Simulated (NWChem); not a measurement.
Species: GePH5; SMILES [GeH3][PH2]

Results from NWChem. Medium grid unless said otherwise, to which SCAN and Minnesota functionals are sensitive. All runs use the structure optimised with PBE-D3(BJ)/def2-SVP. B3LYP is NWChem's, with the RPA form of VWN correlation.

Question: Order these by “orbital gap (eV)”, lowest first: MN15-L/def2-SVP; BP86/def2-SVP; PW6B95/def2-SVP; B3LYP/def2-SVP; r2SCAN/def2-SVP.

Answer: BP86/def2-SVP (5.92), r2SCAN/def2-SVP (6.42), MN15-L/def2-SVP (6.84), B3LYP/def2-SVP (7.50), PW6B95/def2-SVP (8.06)
